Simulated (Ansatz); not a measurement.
Reaction (ligand exchange at a Zr–C bond): `[CH3][Zr]([CH3])([F])[F]` + H–F → `[CH3][Zr]([F])([F])[F]` + CH₄

Gas-phase electronic energies from Ansatz, PBE0-D4/def2-TZVP geometries. CCSD(T)/CBS is the MP2 limit (def2-TZVPP, def2-QZVPP) plus CCSD(T) − MP2 in def2-TZVPP, frozen cores. This one scheme is used for every species. DFT in def2-TZVPP. Elements past krypton have def2 core potentials. For Zr outer-core shells are correlated without core-valence functions, which leaves a few kJ/mol of doubt a bond.

CCSD(T)/CBS gives -2.37 eV.

(1) Another level gave -2.41 eV. Which?
A. r2SCANh/def2-TZVPP
B. r2SCAN0-D4/def2-TZVPP
C. B97M-V/def2-TZVPP
D. LDA (SPW92)/def2-TZVPP

Largest T1 diagnostic among the species: 0.017.

Results:

(1) D. LDA (SPW92) -2.41, r2SCANh -2.50, r2SCAN0-D4 -2.46, B97M-V -2.56 eV.

In def2-TZVPP, CCSD(T) changes the Hartree–Fock value by +0.19 eV (the triples alone add +0.01 eV) and MP2 by +0.18 eV. At CCSD(T), def2-SVP lies −0.33 eV from the extrapolated value and def2-TZVPP −0.03 eV. The D4 term adds +0.06 eV with B3LYP and +0.03 eV with PBE0; it sums over pairs of atoms, weighted by their polarisabilities, and B3LYP, whose exchange is more repulsive, gets the larger term.

B3LYP here is the variant with VWN-RPA as its local correlation; programs differ in this.
